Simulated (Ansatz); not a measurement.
`C#[C][GeH2][CH2]Cl` + `O[SiH3]` → `Cl[CH2][GeH3]` + `C#CO[SiH3]`  (redistribution)

Gas-phase electronic energies from Ansatz, PBE0-D4/def2-TZVP geometries. CCSD(T)/CBS adds triple-zeta CCSD(T) − MP2 to the extrapolated MP2 energy (def2 sets, frozen cores). Functionals use def2-TZVPP. B3LYP here is the variant with VWN-RPA as its local correlation; programs differ in this. For Ge outer-core shells are correlated without core-valence functions, which leaves a few kJ/mol of doubt a bond. Scalar relativity is left out up to krypton. Each species was taken in one conformer, which may not be the lowest.

Problem. Is it downhill or uphill in electronic energy at CCSD(T)/CBS, and by how much? (Best estimate.)

Solution. The calculation gave: Uphill: ΔE = +27.7 kcal/mol.

Problem. What do these levels give: PBE0-D4, B3LYP-D4, ωB97M-V, r2SCAN, SCS-MP2/def2-QZVPP, HF/CBS(def2)? (Best estimate.)

Solution. Ansatz gave: PBE0-D4 22.8, B3LYP-D4 23.0, ωB97M-V 24.9, r2SCAN 23.5, SCS-MP2/def2-QZVPP 28.6, HF/CBS(def2) 24.4 kcal/mol.

Largest T1 diagnostic among the species: 0.013.

From PBE to PBE0 (25 % exact exchange), in def2-TZVPP and without D4, ΔE moves by +1.1 kcal/mol. In def2-TZVPP, CCSD(T) changes the Hartree–Fock value by +3.1 kcal/mol (the triples alone add +0.2 kcal/mol) and MP2 by +4.7 kcal/mol.
